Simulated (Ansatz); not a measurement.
Process, species as SMILES: BBr (BH2Br) + [H][H] (H2) -> B (BH3) + Br (HBr)
Each molecule is optimised on its own at B3LYP-D3(BJ)/def2-TZVP (Ansatz, a quantum-chemistry and plane-wave program).

Wanted: energy of full hydrogenation (electronic energy difference), in eV. Correlated levels leave the core frozen unless marked. No spin-orbit coupling. The frozen core is the preceding noble-gas configuration, with the filled d and f shells of earlier blocks. No relativistic terms. CBS(X,Y): correlation extrapolated as X^-3; Hartree-Fock from the larger set (for Q and 5 zeta extrapolated as (X+1)exp(-9√X)).

| level | program | energy of full hydrogenation (eV) |
|---|---|---|
| BLYP/def2-TZVPD | Ansatz | 0.75 |
| PBE0/def2-QZVPP | Ansatz | 0.76 |

Task: Estimate the value at CCSD(T)/CBS(cc-pVQZ,cc-pV5Z) as computed with Ansatz.

Result: 0.78 eV, so PBE0/def2-QZVPP differs from it by -0.02 eV.
